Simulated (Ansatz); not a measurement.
`C[SiH2][AsH2]` + `S[S][GeH3]` → `[GeH3][S]S[AsH2]` + `C[SiH3]` at 500 K and 1 bar (cleavage of the As–Si bond).

Computed with Ansatz on PBE0-D4/def2-TZVP structures; ΔE is electronic, products minus reactants. CBS: MP2 limit from def2 TZ/QZ plus the TZ coupled-cluster correction, frozen cores. This one scheme is used for every species. For As, Ge outer-core shells are correlated without core-valence functions, which leaves a few kJ/mol of doubt a bond. Scalar relativity is left out up to krypton. Each species was taken in one conformer, which may not be the lowest.

```tsv
species	CCSD(T)/CBS energy (Eh)	H − E (kJ/mol)	S (J/(mol·K))
`C[SiH2][AsH2]`	-2566.35921	225.3	392.0
`S[S][GeH3]`	-2874.07545	128.3	378.8
`[GeH3][S]S[AsH2]`	-5109.69255	162.8	464.0
`C[SiH3]`	-330.73916	189.7	296.8
```

H − E and S are ideal-gas, rigid-rotor, harmonic terms from PBE0-D4/def2-TZVP, for one conformer and one mirror image of each species. 1 Eh = 2625.50 kJ/mol, R = 8.31446 J/(mol·K).

Question: By hand: ΔE, ΔH, ΔS and ΔG.

Answer: ΔE = (-5109.69255) + (-330.73916) − (-2566.35921) − (-2874.07545) = 0.00295 Eh = 7.7 kJ/mol. Δ(H − E) = 162.8 + 189.7 − 225.3 − 128.3 = -1.1, so ΔH = 6.6 kJ/mol. ΔS = 464.0 + 296.8 − 392.0 − 378.8 = -10.0 J/(mol·K). ΔG = 6.6 − 500 × (-10.0)/1000 = 11.6 kJ/mol.

Question: By hand: the equilibrium constant, and the temperature at which ΔG would vanish if ΔH and ΔS stayed fixed.

Answer: log₁₀ K = −ΔG/(RT ln 10) = -1.2. ΔH and −TΔS have one sign here, so there is no such temperature.

TΔS isn't small against ΔH here. A doubt of 5 kJ/mol in ΔE shifts log₁₀ K by 0.5 here. Other conformers and mirror images would add mixing entropy, several J/(mol·K) or more a flexible species. Modes under 60 cm⁻¹, often nearly free rotors, make the harmonic entropy too high. These are equilibria of isolated gas molecules and say nothing of rates. Largest T1 diagnostic: 0.013 (customary marks: 0.02 for closed shells, 0.045 for open ones).

ΔS is within the doubt of such terms, so its sign, and with it that verdict, could turn.
